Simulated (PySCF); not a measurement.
Gas-phase reaction: 2 H2O2 + SF6 = 2 H2O + SO2 + 3 F2

Computed with PySCF (xtb for GFN2) and rigid-rotor harmonic-oscillator thermochemistry at 1 bar. The comparison is the NASA 1993 polynomial table, which mixes measured and estimated data. † marks an energy on the PBE0/def2-TZVP geometry and frequencies; other levels use their own. 6-31G* has spherical d functions here. All species are closed-shell singlets. B3LYP is the form with VWN-RPA correlation. Warning, point group unlike the PBE0 one: H2O2 (GFN2-xTB).

Levels: a) PBE0/def2-QZVP†; b) GFN2-xTB; c) B3LYP/6-31G*; d) LDA/def2-TZVP†; e) BLYP/def2-TZVP†.

### Question
Order the levels by the distance of their ΔH°(298 K) from the table for this reaction, closest first.

### Answer
c (-12 kJ), a (+47 kJ), e (-124 kJ), d (+181 kJ), b (+307 kJ)

The table gives 713 kJ. The order holds for this reaction alone, and for the 1993 entries, some of which have been revised since.
